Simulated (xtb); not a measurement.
F3H3HfO2, SMILES [OH][Hf](<-[OH2])([F])([F])[F], multiplicity 1. All values are semi-empirical tight-binding results from xtb (GFN2-xTB unless named), good for trends rather than for accurate numbers. Coordinates come from a GFN2-xTB optimisation. The multiplicity is an assumed one; no other spin state was optimised. The structure was generated by enumeration; whether it is a known compound was not checked. One conformer was computed; it need not be the lowest.

For metal compounds this method's bond lengths and energies can be far off.

```
Quantity                                      Result
-------------------------------------  -------------
orbital gap                                  4.99 eV
zero-point energy                      23.9 kcal/mol
G − E(el) at 298.15 K (modified RRHO)   0.9 kcal/mol
```
